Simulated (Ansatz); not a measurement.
Reaction (cleavage of the B–Al bond): `F[B](F)[AlH2]` + HCl → `FB(F)Cl` + `[AlH3]`

Isolated molecules relaxed with PBE0-D4/def2-TZVP in Ansatz; ΔE leaves out vibrations. CCSD(T)/CBS adds triple-zeta CCSD(T) − MP2 to the extrapolated MP2 energy (def2 sets, frozen cores). This one scheme is used for every species. Functionals use def2-TZVPP. B3LYP here is the variant with VWN-RPA as its local correlation; programs differ in this. HSE06 is defined as in plane-wave codes.

`F[B](F)[AlH2]`:

```xyz
6

F    -0.529    0.852   -1.885
B    -0.083    0.900   -0.637
F     0.257    2.109   -0.212
Al    0.079   -0.854    0.605
H     1.419   -1.705    0.614
H    -1.142   -1.302    1.515
```

HCl:

Cartesian coordinates in Å:
```
Cl -0.163 0.509 0.350
H 0.163 -0.509 -0.350
```

`FB(F)Cl`:

```xyz
4

F     0.875    0.550   -0.892
B     0.066    0.075    0.023
F     0.118    0.568    1.236
Cl   -1.060   -1.193   -0.367
```

`[AlH3]`:

```xyz
4

Al    0.000    0.000    0.000
H    -1.376   -0.134   -0.776
H     0.324   -0.968    1.213
H     1.052    1.103   -0.437
```

```
             level  ΔE (kcal/mol)  difference from CCSD(T)/CBS
       LDA (SPW92)          -23.9                         -0.1
            PBE-D4          -22.7                          1.1
         revPBE-D4          -23.3                          0.5
           BLYP-D4          -23.5                          0.3
         r2SCAN-D4          -25.8                         -2.0
            B97M-V          -30.3                         -6.5
           PBE0-D4          -23.9                         -0.1
          B3LYP-D4          -24.4                         -0.6
        r2SCANh-D4          -26.0                         -2.2
        r2SCAN0-D4          -26.2                         -2.4
          HSE06-D4          -23.9                         -0.1
          BHLYP-D4          -25.5                         -1.7
      CAM-B3LYP-D4          -24.7                         -0.9
           ωB97M-V          -25.3                         -1.5
            B2PLYP          -25.0                         -1.2
          PBE-QIDH          -25.4                         -1.6
               PBE          -22.6                          1.2
            revPBE          -22.2                          1.6
              BLYP          -23.1                          0.7
            r2SCAN          -25.8                         -2.0
              PBE0          -23.8                          0.0
             B3LYP          -24.1                         -0.3
           r2SCANh          -26.0                         -2.2
           r2SCAN0          -26.2                         -2.4
             HSE06          -23.9                         -0.1
             BHLYP          -25.6                         -1.8
         CAM-B3LYP          -24.6                         -0.8
RPA@PBE/def2-TZVPP          -23.5                          0.3
       HF/def2-SVP          -30.2                         -6.4
     CCSD/def2-SVP          -28.9                         -5.1
  CCSD(T)/def2-SVP          -29.0                         -5.2
     HF/def2-TZVPP          -27.1                         -3.3
    MP2/def2-TZVPP          -26.4                         -2.6
CCSD(T)/def2-TZVPP          -24.4                         -0.6
     HF/def2-QZVPP          -27.0                         -3.2
    MP2/def2-QZVPP          -26.1                         -2.3
SCS-MP2/def2-QZVPP          -25.6                         -1.8
      HF/CBS(def2)          -27.0                         -3.2
     MP2/CBS(def2)          -25.9                         -2.1
    CCSD/CBS(def2)          -23.9                         -0.1
       CCSD(T)/CBS          -23.8                            0
```

Largest T1 diagnostic among the species: 0.014.

At CCSD(T), def2-SVP lies −5.2 kcal/mol from the extrapolated value and def2-TZVPP −0.5 kcal/mol. From BLYP to BHLYP (50 % exact exchange), in def2-TZVPP and without D4, ΔE moves by −2.5 kcal/mol. Leaving LDA and LC-ωPBE aside and taking each functional with its dispersion term where it has one, the values spread over 7.5 kcal/mol, from B97M-V to PBE-D4. LDA lies −1.3 kcal/mol from PBE without D4.
